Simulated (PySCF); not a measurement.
Isomers of C6H11F3, from PySCF 2.14.0, PBE0-D3(BJ)/def2-SVP geometry optimisation, gas phase. One conformer each, no zero-point energy, no frequencies.

Problem. Which is lowest in electronic energy at this level?
A. `[CH3:1][C@@H:2]([CH2:3][F:4])[C@@H:5]([CH3:6])[CH:7]([F:8])[F:9]` with C1–C2–C3–F4 -178°, C1–C2–C5–C6 -50°, C2–C5–C7–F8 51°: A = 2126, B = 1055, C = 979.7 MHz, dipole 1.80 D
B. `[CH3:1][C@H:2]([CH:3]([F:4])[F:5])[C@@H:6]([CH3:7])[CH2:8][F:9]` with C1–C2–C3–F4 59°, C1–C2–C6–C7 -77°, C2–C6–C8–F9 52°: A = 1971, B = 1108, C = 1034 MHz, dipole 3.05 D
C. `[CH3:1][C:2]([F:3])([F:4])[C:5]([CH3:6])([CH3:7])[CH2:8][F:9]` with C1–C2–C5–C6 61°, C2–C5–C8–F9 180°: A = 2316, B = 1200, C = 1163 MHz, dipole 2.09 D
D. `[CH3:1][C@H:2]([F:3])[CH2:4][CH2:5][CH2:6][CH:7]([F:8])[F:9]` with C1–C2–C4–C5 179°, C2–C4–C5–C6 -177°, C4–C5–C6–C7 -179°, C5–C6–C7–F8 180°: A = 4375, B = 510.8, C = 498.5 MHz, dipole 2.18 D

Solution. C. That is `CC(F)(F)C(C)(C)CF`, 3.5 kcal/mol below the next.

| SMILES | mapped SMILES | E (Eh) | relative (kcal/mol) | relative (kJ/mol) | dipole (D) |
| --- | --- | --- | --- | --- | --- |
| CC(F)(F)C(C)(C)CF | [CH3:1][C:2]([F:3])([F:4])[C:5]([CH3:6])([CH3:7])[CH2:8][F:9] | -533.85460 | 0.0 | 0.0 | 2.09 |
| C[C@H](F)CCCC(F)F | [CH3:1][C@H:2]([F:3])[CH2:4][CH2:5][CH2:6][CH:7]([F:8])[F:9] | -533.84907 | 3.5 | 14.5 | 2.18 |
| C[C@H](C(F)F)[C@@H](C)CF | [CH3:1][C@H:2]([CH:3]([F:4])[F:5])[C@@H:6]([CH3:7])[CH2:8][F:9] | -533.84488 | 6.1 | 25.5 | 3.05 |
| C[C@@H](CF)[C@@H](C)C(F)F | [CH3:1][C@@H:2]([CH2:3][F:4])[C@@H:5]([CH3:6])[CH:7]([F:8])[F:9] | -533.84434 | 6.4 | 26.9 | 1.80 |

As drawn, the lowest has a quaternary carbon, which the highest lacks.
